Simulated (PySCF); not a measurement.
Vertical excitations of a molecule CH5FO2Si2 from TDA-M06-2X/def2-SVPD in PySCF, as energy in eV (oscillator strength): 5.63 (0.002), 6.47 (0.025), 6.77 (0.029), 7.38 (0.019), 7.67 (0.007), 7.80 (0.004), 7.92 (0.022), 8.01 (0.030), 8.15 (0.199), 8.29 (0.222). Lowest triplet (TDA): 5.18 eV. Geometry optimised at B3LYP-D3(BJ)/def2-SVP. One conformer was computed; it need not be the lowest.

**Question.** Which structure fits?
A) O[Si@@H]1CO[Si@@H]1F
B) C[Si@H]1O[Si@@H](F)O1
C) F[SiH2][SiH]1OCO1
D) O=CO[SiH2][SiH2]F

**Answer.** D, O=CO[SiH2][SiH2]F
